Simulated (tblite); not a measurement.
Compound: C5H11FSi.
Cartesian coordinates in Å at the GFN2-xTB level; atoms count from 1:
```
atom  x, y, z in Å
C1    -2.292    0.471   -0.634
C2    -1.153   -0.543   -0.646
C3     0.039   -0.113    0.202
F4    -0.416    0.107    1.500
C5     1.180   -1.148    0.195
Si6    2.275    0.024   -0.840
C7     0.794    1.118   -0.333
H8    -2.616    0.653    0.387
H9    -1.981    1.418   -1.069
H10   -3.135    0.092   -1.206
H11   -0.797   -0.707   -1.665
H12   -1.520   -1.494   -0.253
H13    0.890   -2.116   -0.207
H14    1.544   -1.309    1.208
H15    2.328   -0.300   -2.266
H16    3.586    0.374   -0.300
H17    0.254    1.671   -1.096
H18    1.011    1.807    0.480
```

Computed with GFN2-xTB (tblite): harmonic, unscaled wavenumbers at the GFN2-xTB geometry, gas phase. This tight-binding method is rough: wavenumbers can miss measured ones by several per cent, in bad cases by 10 to 20. Modes of hydrogen on silicon can be 10 to 20 % off. One conformer, not necessarily the lowest.

Harmonic wavenumbers (cm⁻¹): 56.1, 107.0, 203.7, 217.6, 318.7, 337.7, 398.4, 435.5, 451.4, 460.4, 548.0, 614.4, 690.7, 729.4, 750.5, 756.9, 774.2, 812.5, 845.4, 933.7, 999.9, 1032.8, 1042.1, 1066.7, 1118.3, 1155.3, 1185.0, 1212.3, 1243.2, 1272.8, 1338.5, 1415.1, 1452.7, 1460.9, 1476.6, 1500.3, 1501.8, 2264.8, 2291.2, 2968.3, 2981.9, 3006.5, 3013.2, 3016.8, 3024.0, 3033.3, 3038.0, 3047.5.

A = 3719, B = 1470, C = 1349 MHz; mass 118.061 u (most abundant isotopes); point group C1, symmetry number 1.

Problem. Zero-point energy?

Solution. Half the sum of the wavenumbers: 31801 cm⁻¹ = 90.92 kcal/mol.

Problem. Give the ideal-gas entropy at 200 K and 1 bar in the rigid-rotor, harmonic-oscillator model (classical rotation).

Solution. Translation 38.26, rotation 26.98, vibration 12.71: S = 77.9 cal/(mol K).

Problem. And Cp and H(200 K) − H(0)?

Solution. Cp = 24.80 cal/(mol K), of which vibrations give 16.85 (their classical limit is 48 R = 95.4); H(200 K) − H(0) = 3.07 kcal/mol without the zero-point energy, 1.48 from vibrations.

Problem. Blend soft modes into free rotors: weight 1/[1 + (100 cm⁻¹/ν̃)⁴] for the oscillator and the rest for a rotor with moment μB/(μ + B), μ = h/(8π²ν), B = 10⁻⁴⁴ kg m². What vibrational entropy results?

Solution. 11.99 cal/(mol K) in place of 12.71, which changes −T·S at 200 K by +0.14 kcal/mol.

Problem. What must be added to the electronic energy to get the Gibbs energy at 200 K and 1 bar?

Solution. ZPE + [H(200 K) − H(0)] − T·S = 90.92 + 3.07 − 15.59 = 78.40 kcal/mol.

Problem. Which modes carry the vibrational entropy at 200 K?

Solution. 56.1 cm⁻¹: 3.80; 107.0 cm⁻¹: 2.56; 203.7 cm⁻¹: 1.40; 217.6 cm⁻¹: 1.29; 318.7 cm⁻¹: 0.72; 337.7 cm⁻¹: 0.65 cal/(mol K); the other 42 give 2.29 together.

Hindered rotation and anharmonicity are outside this model. Other conformers, if any are populated, would add a mixing term that is left out. The structure is chiral; the term R ln 2 for an equal mix with its mirror image is left out.
